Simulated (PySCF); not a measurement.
# How methods differ on the ionisation energy of Co¹²⁺

Co¹²⁺ [Ne] 3s2 3p3 (4S) → Co¹³⁺ [Ne] 3s2 3p2 (3P), as a difference of total energies. Calculation: PySCF 2.14, in an even-tempered Gaussian basis (22 s from 0.81 bohr⁻², ratio 2.2; 14 p from 1.1 bohr⁻², ratio 2.2; 5 d from 5.6 bohr⁻², ratio 2.4; 5 f from 8.5 bohr⁻², ratio 2.4; 4 g from 13 bohr⁻², ratio 2.4); scalar relativity by spin-free X2C-1e. Correlated levels: outer shells: 1s2 frozen; virtual orbitals above 40 to 60 times the deepest correlated orbital energy dropped. The calculations carry no spin-orbit coupling.

| method | ionisation energy (eV) |
| --- | --- |
| UHF | 375.71 |
| LDA | 376.52 |
| PBE | 376.48 |
| PBE0 | 376.61 |
| r2SCAN | 377.03 |
| r2SCAN0 | 376.98 |
| M06-2X | 376.50 |
| MP2 (outer shells) | 376.36 |
| SCS-MP2 (outer shells) | 376.13 |

Problem. How much does correlation contribute at MP2 (outer shells)?

Solution. 376.36 − (375.71) = 0.65 eV, measured against UHF.

A first-order spin-orbit estimate (lowest level to lowest level, LS coupling) adds -1.755 eV.

For comparison: 378.5 ± 0.7 eV (semi-empirical (NIST evaluation); NIST Atomic Spectra Database, ionization energies).
